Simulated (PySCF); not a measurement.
C4H9NSi, SMILES C#CCC[SiH2]N.

Coordinates come from a B3LYP-D3(BJ)/def2-SVP optimisation. This is a generated structure with no PubChem entry under its InChIKey; it may be hypothetical. The values are those of a single conformer.

These are TDDFT-PBE/def2-SVPD (PySCF) values and carry that method's errors.

Vertical excitations. The molecule is in vacuum. State labels are in the subgroup Cs.

| state | symmetry | energy (eV) | λ (nm) | f | main pairs |
|---|---|---|---|---|---|
| S1 | A' | 5.49 | 226 | 0.036 | HOMO→LUMO 98 % |
| S2 | A' | 5.90 | 210 | 0.046 | HOMO→LUMO+1 95 % |
| S3 | A" | 5.92 | 210 | 0.000 | HOMO−1→LUMO 100 % |
| S4 | A" | 6.08 | 204 | 0.000 | HOMO→LUMO+2 99 % |
| S5 | A' | 6.10 | 203 | 0.005 | HOMO−2→LUMO 97 % |
| S6 | A' | 6.28 | 198 | 0.044 | HOMO→LUMO+3 91 % |
| S7 | A" | 6.37 | 194 | 0.002 | HOMO−1→LUMO+1 98 % |
| S8 | A' | 6.57 | 189 | 0.008 | HOMO−2→LUMO+1 85 % |
| S9 | A" | 6.74 | 184 | 0.003 | HOMO−1→LUMO+3 60 %, HOMO−2→LUMO+2 40 % |
| S10 | A' | 6.78 | 183 | 0.011 | HOMO→LUMO+4 97 % |
| T1 | A' | 5.21 | 238 | 0 | HOMO→LUMO 89 % |
| T2 | A' | 5.34 | 232 | 0 | HOMO−1→LUMO+2 33 %, HOMO→LUMO+1 16 %, HOMO−2→LUMO+3 15 %, HOMO−2→LUMO+1 11 % |
| T3 | A' | 5.71 | 217 | 0 | HOMO→LUMO+1 52 %, HOMO−1→LUMO+2 43 % |
| T4 | A" | 5.73 | 216 | 0 | HOMO→LUMO+2 28 %, HOMO−1→LUMO 20 %, HOMO−1→LUMO+1 19 %, HOMO−2→LUMO+2 18 % |
Triplets are in the Tamm–Dancoff approximation, which puts them higher than full response would, so one can lie above its singlet here.
